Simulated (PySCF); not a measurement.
Gas-phase reaction: SnF2 + 3 H = SnH3F + F

Computed with PySCF and rigid-rotor harmonic-oscillator thermochemistry at 1 bar. † marks an energy on the PBE0/def2-TZVP geometry and frequencies. MP2 freezes the core. Open shells (unrestricted): H (multiplicity 2), F (multiplicity 2, electronic degeneracy 6); the rest are closed-shell singlets. Spin-orbit splitting is ignored; it lowers the true energy and changes the entropy of F. Sn: scalar-relativistic def2 core potential, no spin-orbit coupling. SnH3F: computed as isolated molecules; such fragments, hydroxides, amides, oligomers or adducts are transient or little studied in the gas. MP2 isn't extrapolated to the basis-set limit; its ΔH°(298 K) is -173.6 kJ in def2-SVP and -153.6 kJ in def2-TZVPP. The harmonic model lacks anharmonicity and excited electronic states, which grow with temperature; levels with a mode under 35 cm⁻¹ are left out.

```csv
level,"ΔE electronic, kJ","ΔH°(298 K), kJ","ΔS°(298 K), J/K","ΔG°(600 K), kJ"
HF/def2-TZVP†,-245,-207,-201,-84
MP2/def2-SVP†,-211,-174,-201,-50
PBE/def2-TZVP†,-186,-149,-201,-25
PBE0/def2-SVP†,-247,-210,-201,-86
ωB97M-V/def2-TZVP†,-248,-211,-201,-87
```
ΔH° is lowest at ωB97M-V/def2-TZVP† and highest at PBE/def2-TZVP†. No reference value is set beside these.
